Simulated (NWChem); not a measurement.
Species: BaCl₂; SMILES [Cl][Ba][Cl]

Program: NWChem. Medium grid unless said otherwise, to which SCAN and Minnesota functionals are sensitive. Coordinates come from a PBE-D3(BJ)/def2-SVP optimisation. def2 effective core potentials on Ba; no spin-orbit coupling.

### Question
Order these by “orbital gap (eV)”, lowest first: LDA (Slater exchange, PW92)/def2-SVP; Hartree-Fock/def2-SVP; PBE0/def2-SVP; MN15-L/def2-SVP; MPW1K/def2-SVP.

### Answer
LDA (Slater exchange, PW92)/def2-SVP (3.56), MN15-L/def2-SVP (4.25), PBE0/def2-SVP (5.32), MPW1K/def2-SVP (6.62), Hartree-Fock/def2-SVP (9.80)
